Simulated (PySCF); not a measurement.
Ga: ionisation energy

Ga [Ar] 3d10 4s2 4p1 (2P) → Ga⁺ [Ar] 3d10 4s2 (1S), as a difference of total energies. All numbers are calculated (PySCF 2.14, the spin-free X2C one-electron Hamiltonian (Gaussian nucleus), in ANO-RCC-VTZP (6s5p3d1f, 43 functions)). Correlated levels: valence: [Ar] 3d10 frozen. The calculations carry no spin-orbit coupling.

```json
{"method": "UHF", "ionisation energy (eV)": "5.521", "error (eV)": "-0.410"}
{"method": "MP2 (valence)", "ionisation energy (eV)": "5.676", "error (eV)": "-0.255"}
{"method": "SCS-MP2 (valence)", "ionisation energy (eV)": "5.654", "error (eV)": "-0.277"}
{"method": "CCSD (valence)", "ionisation energy (eV)": "5.738", "error (eV)": "-0.193"}
{"method": "CCSD(T) (valence)", "ionisation energy (eV)": "5.753", "error (eV)": "-0.178"}
{"method": "CCSDT (valence)", "ionisation energy (eV)": "5.760", "error (eV)": "-0.171"}
{"method": "FCI (valence)", "ionisation energy (eV)": "5.760", "error (eV)": "-0.171"}
```

Reference: 5.931 eV (measured; NIST levels, between the centres of gravity of the two terms).

Errors of the correlated levels include the incompleteness of this basis and the frozen core.
